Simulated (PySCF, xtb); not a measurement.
3-bromo-1,1-difluoropropa-1,2-diene (C3HBrF2), SMILES FC(F)=C=CBr.

GFN2-xTB (xtb) at its own geometry gives an orbital gap of 4.06 eV and a dipole moment of 2.26 D.

Coordinates come from a B3LYP-D3(BJ)/def2-SVP optimisation.

Problem. What does CAM-B3LYP/def2-TZVP (PySCF) give? (The exact figures need the calculation; the answer reports its results.)

Solution. gap 9.08 eV (levels -9.26 and -0.19 eV), dipole 1.20 D.
